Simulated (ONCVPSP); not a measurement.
# Ranking ONCV potentials for rhenium

All share these settings but for the change named:

rhenium (Re), optimised norm-conserving Vanderbilt (ONCV), made with ONCVPSP 4.0.1 (BLYP, scalar-relativistic). Core [Kr] 4d10 4f14, reference 5s2 5p6 5d5 6s1.5 6p0.5. Waves: 5s+6s: rc 1.80 bohr, ncon 4, nbas 8, qcut 6.6 1/bohr, 3 projectors, debl 2.2 Ha; 5p+6p: rc 1.60 bohr, ncon 4, nbas 9, qcut 10.1 1/bohr, 2 projectors; 5d: rc 1.95 bohr, ncon 3, nbas 8, qcut 7.8 1/bohr, 1 projector. Local part: polynomial inside 1.00 bohr (lpopt 4, dvloc0 0 Ha). Core correction: Teter function, fcfact 4.25, rcfact 1.6.

Test errors are all-electron minus pseudo excitation energies from the reference, over 5s2 5p6 5d5 6s2 6p0; 5s2 5p6 5d5 6s1 6p0; 5s2 5p6 5d5 6s0 6p0; 5s2 5p5 5d5 6s2 6p0. None of these files shows a bound ghost.

The base gives 103.1 meV.

Of 9 variants that were run, those that failed, showed a ghost or another fault, or gave nearly equal values are left out.

A variant can come out equal or close to the base, since the largest error may sit in a test that the change hardly touches while other tests move.

(1) Rank these variants by their largest absolute test error, smallest first.
A. core correction Teter function, fcfact 5.5, rcfact 1.05
B. d: nproj 3
C. core correction Teter function, fcfact 2.6, rcfact 1.6

Answers

(1) A (81.1 meV), C (96.1 meV), B (112.9 meV).
